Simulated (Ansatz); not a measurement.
Ideal-gas functions of GeH₃O₂, SMILES `[O][GeH2][OH]` radical at 600 K and 1 bar, from an Ansatz frequency run at PBE0-D4/def2-TZVP.

Molar mass 107.63 g/mol, point group C1 (symmetry number 1), electronic degeneracy 2, moments of inertia 30.253, 75.577, 98.037 u Å². Harmonic wavenumbers (cm⁻¹, unscaled): 184, 266, 441, 603, 680, 724, 774, 826, 933, 2146, 2205, 3894.

Use S(trans) = R[1.5 ln M + 2.5 ln T − 1.1517]; rotational temperatures θ = 24.2544 K / I; S(rot) = R[ln(√π/σ · √(T³/θAθBθC)) + 1.5]; for each mode x = 1.438777 ν̃/T, S = R[x/(eˣ − 1) − ln(1 − e⁻ˣ)] and H = RT x/(eˣ − 1); 1 cm⁻¹ = 0.0119627 kJ/mol; R = 8.31446 J/(mol·K).

Q: By hand: the entropy, in J/(mol·K).

A: Translation 181.7. Rotation: θ = 0.8017, 0.3209, 0.2474 K, giving 108.5. Vibration, mode by mode: 15.18, 12.19, 8.23, 5.94, 5.11, 4.70, 4.27, 3.87, 3.16, 0.30, 0.27, 0.01, in all 63.2. Electronic 5.8. Sum 359.2 J/(mol·K).

Q: By hand: H − E and G − E in kJ/mol, counted from the electronic energy.

A: Zero-point energy ½ × 13676 × 0.0119627 = 81.8; thermal vibration 21.3; translation, rotation and pV give 4 RT = 20.0. H − E = 123.1 kJ/mol, and G − E = 123.1 − 600 × 359.2/1000 = -92.4 kJ/mol.

Vibration gives 18 % of the entropy. The sum counts one conformer and one mirror image; others add a mixing term.
